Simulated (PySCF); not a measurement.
C4H5NSi, SMILES [SiH](C#C)(C#C)N. Atoms are numbered in the order given.

```xyz
11

C      2.6204    -0.3206    -0.7779
C      1.5366    -0.2594    -0.2278
Si    -0.0995    -0.1565     0.5987
N     -0.8211    -1.7238     0.5535
C     -1.0545     1.1696    -0.2598
C     -1.7135     2.0300    -0.8159
H      3.5787    -0.3747    -1.2617
H      0.0439     0.2421     2.0216
H     -0.8743    -2.2171    -0.3334
H     -1.6502    -1.9004     1.1137
H     -2.2910     2.7911    -1.3084
```

Geometry: B3LYP-D3(BJ)/def2-SVP. This is a generated structure with no PubChem entry under its InChIKey; it may be hypothetical. Other conformers were not sampled.

Level of theory: TDDFT-PBE/def2-SVPD in PySCF 2.14.0.

Vertical excitations. The molecule is in vacuum.

| state | energy (eV) | λ (nm) | f | main pairs |
|---|---|---|---|---|
| S1 | 4.88 | 254 | 0.031 | HOMO→LUMO 97 % |
| S2 | 5.10 | 243 | 0.002 | HOMO→LUMO+1 98 % |
| S3 | 5.42 | 229 | 0.001 | HOMO−1→LUMO 96 % |
| S4 | 5.57 | 223 | 0.003 | HOMO−2→LUMO 88 % |
| S5 | 5.73 | 217 | 0.002 | HOMO−3→LUMO 61 %, HOMO−1→LUMO+1 26 % |
| S6 | 5.78 | 215 | 0.001 | HOMO→LUMO+2 94 % |
| S7 | 5.88 | 211 | 0.003 | HOMO−4→LUMO 64 %, HOMO−2→LUMO+1 26 % |
| S8 | 5.97 | 208 | 0.005 | HOMO−3→LUMO+1 81 % |
| S9 | 5.99 | 207 | 0.009 | HOMO−2→LUMO+1 33 %, HOMO−4→LUMO+1 20 %, HOMO−1→LUMO+1 13 %, HOMO−4→LUMO 11 % |
| S10 | 6.18 | 201 | 0.045 | HOMO−4→LUMO+1 23 %, HOMO−1→LUMO+1 20 %, HOMO−2→LUMO+2 18 %, HOMO−3→LUMO 10 % |
| T1 | 4.49 | 276 | 0 | HOMO→LUMO 83 % |
| T2 | 4.83 | 257 | 0 | HOMO−3→LUMO 19 %, HOMO→LUMO+1 15 %, HOMO−1→LUMO 13 %, HOMO−1→LUMO+1 12 % |
| T3 | 4.89 | 254 | 0 | HOMO→LUMO+1 25 %, HOMO−2→LUMO 18 %, HOMO−1→LUMO+1 12 %, HOMO−4→LUMO 11 % |
| T4 | 4.99 | 248 | 0 | HOMO→LUMO+1 31 %, HOMO−3→LUMO 18 %, HOMO−1→LUMO+1 15 %, HOMO−2→LUMO+2 7 % |
Triplets are in the Tamm–Dancoff approximation, which puts them higher than full response would, so one can lie above its singlet here.
